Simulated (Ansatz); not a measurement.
C6H14, triplet, at the geometry of the source list (a higher spin typed on purpose: for a closed-shell molecule this is an excited state). Base run: B3LYP/STO-3G (Ansatz, a program for electronic structure).

Geometry (Å):
```xyz
20

C      2.8334     0.8503    -0.3424
C      1.8288     0.0011     0.4256
C      0.4444     0.0316    -0.2176
C     -0.5601    -0.8170     0.5581
C     -1.9333    -0.9024    -0.1084
C     -2.6664     0.4321    -0.1586
H      2.9362     0.4908    -1.3641
H      2.5095     1.8883    -0.3779
H      3.8109     0.8133     0.1332
H      2.1844    -1.0313     0.4681
H      1.7556     0.3664     1.4529
H      0.0986     1.0658    -0.2614
H      0.5155    -0.3404    -1.2429
H     -0.6742    -0.4092     1.5657
H     -0.1588    -1.8293     0.6571
H     -1.8173    -1.2907    -1.1234
H     -2.5431    -1.6177     0.4496
H     -2.7467     0.8609     0.8380
H     -3.6709     0.2962    -0.5539
H     -2.1466     1.1412    -0.7975
```
Charge 0, spin multiplicity 3.
Orbitals are unrestricted.
All else is at Ansatz's defaults.
Base energy -233.72693 Eh.

Each row names what was changed in the base input (with any setting that the change needs).

```csv
change,ΔE vs base (mEh)
base,0.000
"final_grid = 4, 8, 17",-0.128
"point_charge = charge:-1.0 position_ang:1.6049, 6.6638, -0.7841",-1.029
forces = on,0.000
"final_grid = 14, 28, 59",0.002
accuracy = high,-0.004
fitting.mean_field = def2-universal-JKFIT,-1.698
nuclear_model = gaussian,0.013
lower_state_search = full,0.000
"final_grid = 6, 12, 29",0.008
"point_charge = charge:0.5 position_ang:-6.4541, -2.0029, 1.3889",-0.237
```
